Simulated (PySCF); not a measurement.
## Working out the ionisation energy of Ni⁺

Ni⁺ [Ar] 3d9 (2D) → Ni²⁺ [Ar] 3d8 (3F). Computed with PySCF 2.14 in def2-TZVPPD (6s6p4d2f1g, 67 functions), with the non-relativistic Hamiltonian (point nucleus). Frozen: [Ne]. Energies in hartree (1 hartree = 27.21139 eV):

```csv
part,Ni⁺ (lower),Ni²⁺ (upper)
UHF,-1506.564872,-1506.006862
MP2 opposite-spin,-0.479352,-0.389906
MP2 same-spin,-0.239092,-0.185707
```

What does Hartree-Fock give?

(-1506.006862) − (-1506.564872) = 0.558010 hartree = 15.184 eV.

What do MP2 and SCS-MP2 (6/5 opposite-spin, 1/3 same-spin) give?

The opposite-spin parts differ by 2.434 eV and the same-spin parts by 1.453 eV. MP2: 15.184 + (2.434) + (1.453) = 19.071 eV. SCS-MP2: 15.184 + 1.2 × (2.434) + (1.453)/3 = 18.589 eV.

A first-order spin-orbit estimate adds -0.050 eV to MP2 (valence and next inner shell), giving 19.021 eV against 18.169 eV (measured; NIST Atomic Spectra Database, ionization energies).

The calculation is non-relativistic.

What remains against the reference includes basis incompleteness, the frozen core and correlation beyond second order.
